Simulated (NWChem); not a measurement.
# silicon monosulfide (SiS, singlet); SMILES S=[Si]

Program: NWChem. Low-valent species are run as closed-shell singlets; no triplet was tried in these runs. Each level has its own optimisation; frequencies are unscaled.

For level LDA (Slater exchange, VWN5)/def2-SVP:

```
Quantity                           Result
---------------------------------  ------
r S–Si (Å)                          1.948
highest harmonic frequency (cm⁻¹)     742
```

**Question.** How do the values read with level Hartree-Fock/STO-3G instead?

**Answer.** 
| Property | Value |
|---|---|
| r S–Si (Å) | 1.862 |
| highest harmonic frequency (cm⁻¹) | 978 |
